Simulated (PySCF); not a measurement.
**C$_{5}$H$_{12}$O$_{2}$Si: full NMR table**

```
Formula                               : C5H12O2Si
SMILES                                : O[SiH2][C@H]1CCCOC1
InChI                                 : InChI=1S/C5H12O2Si/c6-8-5-2-1-3-7-4-5/h5-6H,1-4,8H2/t5-/m0/s1
Point group of the computed structure : C1
Degrees of unsaturation               : 1
Carbon signals                        : 5
Proton signals                        : 12
```

Mapped SMILES: `[OH:1][SiH2:2][C@H:3]1[CH2:4][CH2:5][CH2:6][O:7][CH2:8]1`. Hydrogens are named by the atom that carries them. Ha(C4), Ha(C5), Ha(C6), Ha(C8) are cis to Si2 on the ring; Ha(Si2) is pro-R; Hb(Si2) is pro-S; Hb(C4), Hb(C5), Hb(C6), Hb(C8) are trans to Si2 on the ring.

Gas phase, non-relativistic, a single conformation. Coordinates at the GFN2-xTB level; NMR shieldings at PBE0/pcSseg-1/GIAO; PySCF 2.14.0 with density-fitted response routines.

Scale: 1H and 13C and 29Si against TMS; H2O for 17O (reference shieldings calculated alike).

| carbon | δC, type | δH (multiplicity) | HMBC from (2–3 bonds) | span of the C tensor (ppm) |
| --- | --- | --- | --- | --- |
| C3 | 26.6, CH | 0.59 (m) | Ha(Si2), Hb(Si2), Ha(C8), Hb(C8), Ha(C5), Ha(C4), Hb(C4), Hb(C5) | 30 |
| C4 | 31.0, CH2 | Hb(C4) 1.79 (m); Ha(C4) 2.02 (m) | Ha(Si2), Hb(Si2), Ha(C8), Ha(C6), Hb(C8), Hb(C6), Ha(C5), Hb(C5), H(C3) | 23 |
| C5 | 28.3, CH2 | Hb(C5) 1.31 (m); Ha(C5) 2.09 (m) | Ha(C6), Hb(C6), Ha(C4), Hb(C4), H(C3) | 16 |
| C6 | 72.8, CH2 | Ha(C6) 4.24 (m); Hb(C6) 3.61 (m) | Ha(C8), Hb(C8), Ha(C5), Ha(C4), Hb(C4), Hb(C5) | 64 |
| C8 | 74.4, CH2 | Hb(C8) 3.86 (m); Ha(C8) 4.47 (m) | Ha(Si2), Hb(Si2), Ha(C6), Hb(C6), Ha(C4), Hb(C4), H(C3) | 66 |

Other nuclei:
```
  atoms  nucleus                           environment  δ (ppm)  σ (ppm)
Ha(Si2)       1H  hydrogen on a silicon bonded to C, O     5.25    26.47
Hb(Si2)       1H  hydrogen on a silicon bonded to C, O     5.06    26.65
  H(O1)       1H    hydrogen on an oxygen bonded to Si     3.30    28.42
    Si2     29Si           silicon bonded to C, O, 2 H    -11.9    361.0
     O7      17O                          ether oxygen     49.2    286.9
     O1      17O                oxygen bonded to Si, H     25.5    310.6
```

1. Carbon types of the structure: 1 × CH, 4 × CH2, leaving 3 H on heteroatoms.
2. δC 74.4, 72.8: sp3 CH2 bonded to O; the inductive effect lowers its shielding.
3. δC 31.0, 28.3: sp3 CH2 in a ring; aliphatic region, no heteroatom directly attached.
4. δH 4.47, 4.24, 3.86, 3.61: hydrogen on an sp3 CH2 bonded to O; its carbon carries O, an electronegative neighbour.
5. δH 3.30: hydrogen on an oxygen bonded to Si; labile proton, position sensitive to the medium.
6. δH 0.59: hydrogen on an sp3 CH bonded to Si; an electropositive neighbour shields it, as in TMS itself.

OH/NH shifts are gas-phase values; hydrogen bonding in solution moves them, usually downfield. Shifts are as computed. Against solution values, carbons near 30 ppm lie about +3 ppm off and those near 130 ppm about +5 ppm. Of 1309 compounds with measured shifts, 239 miss one by over three times the rms of a fit or turn the order of signals round; such compounds aren't used in these exercises. Experimental scales use liquid or dissolved standards, which lie at an offset from isolated H2O (liquid H2O: subtract about 36 ppm). Multiplicities follow the n + 1 count of equivalent neighbours, as no J values were calculated; m marks all less simple cases, F and P coupling included.
